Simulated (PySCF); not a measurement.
A calculated (PBE0, PySCF 2.14, aug-cc-pVDZ-X2C, scalar relativity by spin-free X2C-1e) atom or ion has these occupied shells.

```tsv
shell	electrons	orbital energy (eV)	rms radius, mean of both spins (bohr)
1s α	1	-37291.3	0.0292
1s β	1	-37291.3	0.0292
2s α	1	-5923.6	0.119
2s β	1	-5923.6	0.119
2p α	3	-5315.7	0.106
2p β	3	-5315.7	0.106
3s α	1	-1264.5	0.311
3s β	1	-1264.5	0.311
3p α	3	-1067.8	0.311
3p β	3	-1067.8	0.311
3d α	5	-779.59	0.289
3d β	5	-779.58	0.289
4s α	1	-255.37	0.715
4s β	1	-255.35	0.715
4p α	3	-191.06	0.762
4p β	3	-191.04	0.762
4d α	5	-96.317	0.862
4d β	5	-96.296	0.862
5s α	1	-38.708	1.75
5s β	1	-38.613	1.75
5p α	3	-22.677	2.03
5p β	3	-22.582	2.03
6p α	2	-2.747	6.35
```

Problem. Name the element and its charge.

Solution. Ba (barium, neutral), in [Xe] 6p2, high-spin 3P determinant (an excited configuration).
